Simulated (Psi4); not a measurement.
FS (SMILES F[S]), doublet, geometry from GFN2-xTB; Psi4 1.11 with MP2/6-311G**.

The Psi4 input:
```
memory 2 GB

molecule mol {
0 2
  S    -0.000000   -0.000000   -0.585537
  F     0.000000    0.000000    1.040954
}

set basis 6-311g**
set reference uhf

energy('mp2')
print_variables()
```

Question: What does Psi4 print? Leave out banner, timings and long lists.

Answer: 
```
    SCF Algorithm Type (re)set to DF.

   => Loading Basis Set <=

    Name: 6-311G**
    Role: ORBITAL
    Keyword: BASIS

         ---------------------------------------------------------
                                   SCF
               by Justin Turney, Rob Parrish, Andy Simmonett
                          and Daniel G. A. Smith
                              UHF Reference
         ---------------------------------------------------------

  ==> Geometry <==

    Molecular point group: c2v
    Full point group: C_inf_v

    Geometry (in Angstrom), charge = 0, multiplicity = 2:

       Center              X                  Y                   Z               Mass
    ------------   -----------------  -----------------  -----------------  -----------------
         S            0.000000000000     0.000000000000    -0.606247678885    31.972071174400
         F            0.000000000000     0.000000000000     1.020243321115    18.998403162730

  Running in c2v symmetry.

  Rotational constants: A = ************  B =      0.53472  C =      0.53472 [cm^-1]
  Rotational constants: A = ************  B =  16030.41165  C =  16030.41165 [MHz]
  Nuclear repulsion =   46.850255142192601

  Charge       = 0
  Multiplicity = 2
  Electrons    = 25
  Nalpha       = 13
  Nbeta        = 12

  ==> Algorithm <==

  SCF Algorithm Type is DF.
  DIIS enabled.
  MOM disabled.
  Fractional occupation disabled.
  Guess Type is SAD.
  Energy threshold   = 1.00e-08
  Density threshold  = 1.00e-08
  Integral threshold = 1.00e-12

  ==> Primary Basis <==

  Basis Set: 6-311G**
    Blend: 6-311G**
    Number of shells: 20
    Number of basis functions: 44
    Number of Cartesian functions: 46
    Spherical Harmonics?: true
    Max angular momentum: 2

   => Loading Basis Set <=

    Name: (6-311G** AUX)
    Role: JKFIT
    Keyword: DF_BASIS_SCF

  ==> Integral Setup <==

  SCF_SUBTYPE=INCORE selected. In-core MEM_DF algorithm will be used.
  Using in-core AOs.

  ==> MemDFJK: Density-Fitted J/K Matrices <==

    J tasked:                   Yes
    K tasked:                   Yes
    wK tasked:                   No
    Algorithm:                 Core
    Schwarz Cutoff:           1E-12
    Mask sparsity (%):       1.7562
    Fitting Condition:        1E-10

   => Auxiliary Basis Set <=

  Basis Set: (6-311G** AUX)
    Blend: CC-PVTZ-JKFIT
    Number of shells: 62
    Number of basis functions: 200
    Number of Cartesian functions: 241
    Spherical Harmonics?: true
    Max angular momentum: 4

  Minimum eigenvalue in the overlap matrix is 4.4837074796E-02.
  Reciprocal condition number of the overlap matrix is 1.3843607695E-02.
    Using symmetric orthogonalization.

  ==> Pre-Iterations <==

  SCF Guess: Superposition of Atomic Densities via on-the-fly atomic UHF (no occupation information).

   -------------------------
    Irrep   Nso     Nmo
   -------------------------
     A1        22      22
     A2         2       2
     B1        10      10
     B2        10      10
   -------------------------
    Total      44      44
   -------------------------

  ==> Iterations <==

                           Total Energy        Delta E     RMS |[F,P]|

   @DF-UHF iter SAD:  -496.33628994221692   -4.96336e+02   0.00000e+00
   @DF-UHF iter   1:  -496.90282224500595   -5.66532e-01   1.06845e-02 DIIS/ADIIS
   @DF-UHF iter   2:  -496.92568282812840   -2.28606e-02   4.11319e-03 DIIS/ADIIS
   @DF-UHF iter   3:  -496.92945967220356   -3.77684e-03   1.64443e-03 DIIS/ADIIS
   @DF-UHF iter   4:  -496.93030632125817   -8.46649e-04   4.56607e-04 DIIS/ADIIS
   @DF-UHF iter   5:  -496.93053286388874   -2.26543e-04   1.75564e-04 DIIS/ADIIS
   @DF-UHF iter   6:  -496.93057949807690   -4.66342e-05   5.80286e-05 DIIS
   @DF-UHF iter   7:  -496.93058369222422   -4.19415e-06   1.79251e-05 DIIS
   @DF-UHF iter   8:  -496.93058403852513   -3.46301e-07   6.19454e-06 DIIS
   @DF-UHF iter   9:  -496.93058409317712   -5.46520e-08   3.69530e-06 DIIS
   @DF-UHF iter  10:  -496.93058412332965   -3.01525e-08   1.91300e-06 DIIS
   @DF-UHF iter  11:  -496.93058413193103   -8.60138e-09   5.67731e-07 DIIS
   @DF-UHF iter  12:  -496.93058413240215   -4.71118e-10   1.29337e-07 DIIS
   @DF-UHF iter  13:  -496.93058413241533   -1.31877e-11   3.31485e-08 DIIS
   @DF-UHF iter  14:  -496.93058413241670   -1.36424e-12   8.61229e-09 DIIS
  Energy and wave function converged.

  ==> Post-Iterations <==

   @Spin Contamination Metric:   9.529003180E-03
   @S^2 Expected:                7.500000000E-01
   @S^2 Observed:                7.595290032E-01
   @S   Expected:                5.000000000E-01
   @S   Observed:                5.000000000E-01

    Orbital Energies [Eh]
    ---------------------

    Alpha Occupied:

[...]
       3B1    -0.412660

    Alpha Virtual:

[...]
      22A1   191.819458

    Beta Occupied:

[...]
    Beta Virtual:

[...]
    Final Occupation by Irrep:
             A1    A2    B1    B2
    DOCC [     7,    0,    3,    2 ]
    SOCC [     0,    0,    0,    1 ]
    NA   [     7,    0,    3,    3 ]
    NB   [     7,    0,    3,    2 ]

  @DF-UHF Final Energy:  -496.93058413241670

   => Energetics <=

    Nuclear Repulsion Energy =             46.8502551421926015
    One-Electron Energy =                -781.8093686389397590
    Two-Electron Energy =                 238.0285293643304385
    Total Energy =                       -496.9305841324166977

  UHF NO Occupations:
  HONO-2 :    2 B2 1.9995972
  HONO-1 :    7 A1 1.9958396
  HONO-0 :    3 B2 1.0000000
  LUNO+0 :    8 A1 0.0041604
  LUNO+1 :    4 B2 0.0004028
  LUNO+2 :    4 B1 0.0001450
  LUNO+3 :    9 A1 0.0000514

Computation Completed

Properties will be evaluated at   0.000000,   0.000000,   0.000000 [a0]

Properties computed using the SCF density matrix

 Multipole Moments:

 ------------------------------------------------------------------------------------
     Multipole            Electronic (a.u.)      Nuclear  (a.u.)        Total (a.u.)
 ------------------------------------------------------------------------------------

 L = 1.  Multiply by 2.5417464519 to convert [e a0] to [Debye]
 Dipole X            :          0.0000000            0.0000000            0.0000000
 Dipole Y            :          0.0000000            0.0000000            0.0000000
 Dipole Z            :          0.2884756           -0.9784491           -0.6899735
 Magnitude           :                                                    0.6899735

 ------------------------------------------------------------------------------------

  //>>>>>>>>>>>>>>>>>>>>>>>>>>>>>>>>>>>//
  //               DFMP2               //
  //<<<<<<<<<<<<<<<<<<<<<<<<<<<<<<<<<<<//

   => Loading Basis Set <=

    Name: (6-311G** AUX)
    Role: RIFIT
    Keyword: DF_BASIS_MP2

	 --------------------------------------------------------
	                          DF-MP2
	      2nd-Order Density-Fitted Moller-Plesset Theory

	        Rob Parrish, Justin Turney, Andy Simmonett,
	           Ed Hohenstein, and C. David Sherrill
	 --------------------------------------------------------

	 --------------------------------------------------------
	                 NBF =    44, NAUX =   203
	 --------------------------------------------------------
	   CLASS    FOCC     OCC    AOCC    AVIR     VIR    FVIR
	   ALPHA       0      13      13      31      31       0
	    BETA       0      12      12      32      32       0
	 --------------------------------------------------------

	-----------------------------------------------------------
	 ==================> DF-MP2 Energies <====================
	-----------------------------------------------------------
	 Reference Energy          =    -496.9305841324166977 [Eh]
	 Singles Energy            =      -0.0000000000000000 [Eh]
	 Same-Spin Energy          =      -0.1166203919626252 [Eh]
	 Opposite-Spin Energy      =      -0.3327640175958805 [Eh]
	 Correlation Energy        =      -0.4493844095585057 [Eh]
	 Total Energy              =    -497.3799685419751881 [Eh]
	-----------------------------------------------------------
	 ================> DF-SCS-MP2 Energies <==================
	-----------------------------------------------------------
	 SCS Same-Spin Scale       =       0.3333333333333333 [-]
	 SCS Opposite-Spin Scale   =       1.2000000000000000 [-]
	 SCS Same-Spin Energy      =      -0.0388734639875417 [Eh]
	 SCS Opposite-Spin Energy  =      -0.3993168211150566 [Eh]
	 SCS Correlation Energy    =      -0.4381902851025983 [Eh]
	 SCS Total Energy          =    -497.3687744175193188 [Eh]
	-----------------------------------------------------------

  Variable Map:
  ----------------------------------------------------------------------------
[...]
  Array Variable Map:
  ----------------------------------------------------------------------------
[...]
[...]
```
